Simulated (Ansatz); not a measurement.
Gas-phase electronic energies from Ansatz, PBE0-D4/def2-TZVP geometries. CCSD(T)/CBS adds triple-zeta CCSD(T) − MP2 to the extrapolated MP2 energy (def2 sets, frozen cores). Functionals use def2-TZVPP. B3LYP here is the variant with VWN-RPA as its local correlation; programs differ in this. For Br outer-core shells are correlated without core-valence functions, which leaves a few kJ/mol of doubt a bond. Scalar relativity is left out up to krypton. One conformer a species, not always the lowest.

Consider the isomerisation: `CO[SiH](N)Br` → `N[SiH](O)CBr`.

| level | ΔE (kJ/mol) | difference from CCSD(T)/CBS |
| --- | --- | --- |
| PBE-D4 | 66.3 | -1.1 |
| r2SCAN-D4 | 71.4 | 4.0 |
| B3LYP-D4 | 71.5 | 4.1 |
| B2PLYP | 71.1 | 3.7 |
| PBE | 67.2 | -0.2 |
| r2SCAN | 71.6 | 4.2 |
| PBE0 | 70.7 | 3.3 |
| B3LYP | 73.0 | 5.6 |
| HF/def2-TZVPP | 86.7 | 19.3 |
| MP2/def2-TZVPP | 66.0 | -1.4 |
| SCS-MP2/def2-TZVPP | 68.3 | 0.9 |
| CCSD/def2-TZVPP | 68.0 | 0.6 |
| CCSD(T)/def2-TZVPP | 65.7 | -1.7 |
| SCS-MP2/def2-QZVPP | 69.1 | 1.7 |
| MP2/CBS(def2) | 67.6 | 0.2 |
| CCSD/CBS(def2) | 69.7 | 2.3 |
| CCSD(T)/CBS | 67.4 | 0 |

Largest T1 diagnostic among the species: 0.009.

In def2-TZVPP, CCSD(T) changes the Hartree–Fock value by −21.0 kJ/mol (the triples alone add −2.3 kJ/mol) and MP2 by −20.8 kJ/mol. From PBE to PBE0 (25 % exact exchange), in def2-TZVPP and without D4, ΔE moves by +3.5 kJ/mol.
